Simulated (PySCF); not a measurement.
C₆H₁₂N (SMILES C[C]=NC(C)(C)C), doublet, at a GFN2-xTB geometry, with bond 16-6 at 1.3 times its length; BLYP/6-31G (PySCF).

PySCF was given this input:
```python
from pyscf import gto, scf, dft

mol = gto.M(
    atom='''
C     2.966887    0.299943    0.039558
C     1.512445    0.523645    0.016833
N     0.614151   -0.325881    0.008267
C    -0.811858   -0.133797   -0.010894
C    -1.370656   -0.799831    1.251892
C    -1.343405   -0.850762   -1.257354
C    -1.205105    1.348740   -0.045246
H     3.412456    0.784292   -0.828733
H     3.235723   -0.761356    0.035793
H     3.380904    0.769590    0.931296
H    -1.067528   -1.843262    1.288468
H    -2.456279   -0.747479    1.255737
H    -0.990706   -0.298817    2.139416
H    -2.428578   -0.797770   -1.287615
H    -0.943001   -0.387028   -2.156066
H    -0.950669   -2.208310   -1.240240
H    -0.811153    1.858051    0.831087
H    -0.792261    1.822413   -0.932811
H    -2.287176    1.449938   -0.058971
''',
    basis='6-31g',
    charge=0,
    spin=1,
    verbose=4,
)

mf = dft.UKS(mol)
mf.xc = 'blyp'
mf.conv_tol = 1e-11
mf.kernel()
```

Task: Predict the main parts of the log of this PySCF run.

Result: 
```
PySCF version 2.14.0

[INPUT] verbose = 4
[INPUT] num. atoms = 19
[INPUT] num. electrons = 55
[INPUT] charge = 0
[INPUT] spin (= nelec alpha-beta = 2S) = 1
[INPUT] symmetry False subgroup None
[INPUT] Mole.unit = angstrom
[INPUT] Symbol           X                Y                Z      unit          X                Y                Z       unit  Magmom
[INPUT]  1 C      2.966887000000   0.299943000000   0.039558000000 AA    5.606603872532   0.566810122980   0.074753786036 Bohr   0.0
[INPUT]  2 C      1.512445000000   0.523645000000   0.016833000000 AA    2.858106828468   0.989545636498   0.031809759855 Bohr   0.0
[INPUT]  3 N      0.614151000000  -0.325881000000   0.008267000000 AA    1.160577189128  -0.615825839199   0.015622365872 Bohr   0.0
[INPUT]  4 C     -0.811858000000  -0.133797000000  -0.010894000000 AA   -1.534189272037  -0.252839686288  -0.020586676401 Bohr   0.0
[INPUT]  5 C     -1.370656000000  -0.799831000000   1.251892000000 AA   -2.590164450992  -1.511461535937   2.365733017534 Bohr   0.0
[INPUT]  6 C     -1.343405000000  -0.850762000000  -1.257354000000 AA   -2.538667524371  -1.607707177187  -2.376054701626 Bohr   0.0
[INPUT]  7 C     -1.205105000000   1.348740000000  -0.045246000000 AA   -2.277318401344   2.548749213246  -0.085502548232 Bohr   0.0
[INPUT]  8 H      3.412456000000   0.784292000000  -0.828733000000 AA    6.448607252129   1.482097081687  -1.566078400389 Bohr   0.0
[INPUT]  9 H      3.235723000000  -0.761356000000   0.035793000000 AA    6.114630284956  -1.438754323294   0.067638967177 Bohr   0.0
[INPUT] 10 H      3.380904000000   0.769590000000   0.931296000000 AA    6.388982613447   1.454314328204   1.759894380903 Bohr   0.0
[INPUT] 11 H     -1.067528000000  -1.843262000000   1.288468000000 AA   -2.017335550305  -3.483260355818   2.434851640266 Bohr   0.0
[INPUT] 12 H     -2.456279000000  -0.747479000000   1.255737000000 AA   -4.641694595521  -1.412530593864   2.372999014483 Bohr   0.0
[INPUT] 13 H     -0.990706000000  -0.298817000000   2.139416000000 AA   -1.872163009963  -0.564682291364   4.042910306512 Bohr   0.0
[INPUT] 14 H     -2.428578000000  -0.797770000000  -1.287615000000 AA   -4.589347292144  -1.507566810394  -2.433239703882 Bohr   0.0
[INPUT] 15 H     -0.943001000000  -0.387028000000  -2.156066000000 AA   -1.782013625191  -0.731376922538  -4.074374246486 Bohr   0.0
[INPUT] 16 H     -0.950669000000  -2.208310000000  -1.240240000000 AA   -1.796504045114  -4.173101098138  -2.343713928731 Bohr   0.0
[INPUT] 17 H     -0.811153000000   1.858051000000   0.831087000000 AA   -1.532857015119   3.511207515474   1.570526815686 Bohr   0.0
[INPUT] 18 H     -0.792261000000   1.822413000000  -0.932811000000 AA   -1.497156309174   3.443861455847  -1.762757315982 Bohr   0.0
[INPUT] 19 H     -2.287176000000   1.449938000000  -0.058971000000 AA   -4.322136238678   2.739985717600  -0.111439039292 Bohr   0.0

nuclear repulsion = 305.501083342905
number of shells = 59
number of NR pGTOs = 202
number of NR cGTOs = 87
basis = 6-31g
ecp = {}

******** <class 'pyscf.dft.uks.UKS'> ********
method = UKS
initial guess = minao
damping factor = 0
level_shift factor = 0
DIIS = <class 'pyscf.scf.diis.CDIIS'>
diis_start_cycle = 1
diis_space = 8
diis_damp = 0
SCF conv_tol = 1e-11
SCF conv_tol_grad = None
SCF max_cycles = 50
direct_scf = True
direct_scf_tol = 1e-13
number electrons alpha = 28  beta = 27
XC library pyscf.dft.libxc version 7.1.2
    S. Lehtola, C. Steigemann, M. J. T. Oliveira, and M. A. L. Marques,  SoftwareX 7, 1–5 (2018)
XC functionals = blyp
    A. D. Becke,  Phys. Rev. A 38, 3098 (1988)
    C. Lee, W. Yang, and R. G. Parr,  Phys. Rev. B 37, 785 (1988)
    B. Miehlich, A. Savin, H. Stoll, and H. Preuss,  Chem. Phys. Lett. 157, 200 (1989)
radial grids:
    Treutler-Ahlrichs [JCP 102, 346 (1995); DOI:10.1063/1.469408] (M4) radial grids

becke partition: Becke, JCP 88, 2547 (1988); DOI:10.1063/1.454033
pruning grids: <function nwchem_prune>
grids dens level: 3
symmetrized grids: False
atomic radii adjust function: <function treutler_atomic_radii_adjust>
small_rho_cutoff = 0
Set gradient conv threshold to 3.16228e-06
tot grids = 216312
init E= -290.617052930827

cycle= 1 E= -290.157931983651  delta_E= 0.459  |g|= 0.458  |ddm|= 2.85
cycle= 2 E= -289.942628982895  delta_E= 0.215  |g|= 0.766  |ddm|= 1.31
cycle= 3 E= -290.236229459411  delta_E= -0.294  |g|= 0.279  |ddm|= 0.977
cycle= 4 E= -290.275553391355  delta_E= -0.0393  |g|= 0.0315  |ddm|= 0.28
cycle= 5 E= -290.275896317657  delta_E= -0.000343  |g|= 0.0187  |ddm|= 0.0621
cycle= 6 E= -290.276087779933  delta_E= -0.000191  |g|= 0.00269  |ddm|= 0.025
cycle= 7 E= -290.276091343995  delta_E= -3.56e-06  |g|= 0.00128  |ddm|= 0.00511
cycle= 8 E= -290.276092415604  delta_E= -1.07e-06  |g|= 0.000285  |ddm|= 0.00251
cycle= 9 E= -290.276092500597  delta_E= -8.5e-08  |g|= 0.000158  |ddm|= 0.000715
cycle= 10 E= -290.276092521783  delta_E= -2.12e-08  |g|= 6.98e-05  |ddm|= 0.000362
cycle= 11 E= -290.276092525412  delta_E= -3.63e-09  |g|= 1.89e-05  |ddm|= 0.000144
cycle= 12 E= -290.276092525756  delta_E= -3.43e-10  |g|= 6e-06  |ddm|= 5.1e-05
cycle= 13 E= -290.276092525783  delta_E= -2.79e-11  |g|= 2.43e-06  |ddm|= 1.14e-05
cycle= 14 E= -290.276092525782  delta_E= 1.36e-12  |g|= 1.53e-06  |ddm|= 4.11e-06
Extra cycle  E= -290.276092525773  delta_E= 8.64e-12  |g|= 4.54e-06  |ddm|= 5.8e-06
converged SCF energy = -290.276092525773  <S^2> = 0.75141439  2S+1 = 2.0014139
```
